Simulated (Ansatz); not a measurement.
Reaction (homolysis of the H–Sn bond): `[F][SnH]([Cl])[SeH]` → H• + `[F][Sn]([Cl])[SeH]`•

Gas-phase electronic energies from Ansatz, PBE0-D4/def2-TZVP geometries. CCSD(T)/CBS is the MP2 limit (def2-TZVPP, def2-QZVPP) plus CCSD(T) − MP2 in def2-TZVPP, frozen cores. This one scheme is used for every species, atoms too. Functionals use def2-TZVPP. Open shells (•) are unrestricted, without spin–orbit coupling. Elements past krypton have def2 core potentials. For Se, Sn outer-core shells are correlated without core-valence functions, so the limit isn't a true one: a few kJ/mol of doubt a bond, and 10 to 20 or more in all where bonds break to atoms. Scalar relativity is left out up to krypton. Each species was taken in one conformer, which may not be the lowest.

| level | ΔE (kJ/mol) |
| --- | --- |
| r2SCAN0-D4 | 289.4 |
| BHLYP-D4 | 294.5 |
| ωB97X-V | 306.2 |
| B2PLYP | 288.4 |

(1) What does CCSD(T)/CBS give? (Estimate.)

Largest T1 diagnostic among the species: 0.016.

## Answers

(1) Ansatz gave: +312.0 kJ/mol. The listed levels differ from it by -22.6, -17.5, -5.8, -23.6 kJ/mol.

In def2-TZVPP, CCSD(T) changes the Hartree–Fock value by +71.0 kJ/mol (the triples alone add −0.7 kJ/mol) and MP2 by +63.3 kJ/mol; breaking electron pairs costs correlation energy, which Hartree–Fock lacks. Leaving LDA and LC-ωPBE aside and taking each functional with its dispersion term where it has one, the values, not all of them listed here, spread over 42.8 kJ/mol, from BLYP-D4 to ωB97X-V. LDA lies +41.8 kJ/mol from PBE without D4, its usual overbinding. From PBE to PBE0 (25 % exact exchange), in def2-TZVPP and without D4, ΔE moves by +15.7 kJ/mol.

CCSD(T)/CBS has its own doubt, a few kJ/mol and more with outer-core shells, so smaller differences from it don't rank the levels.
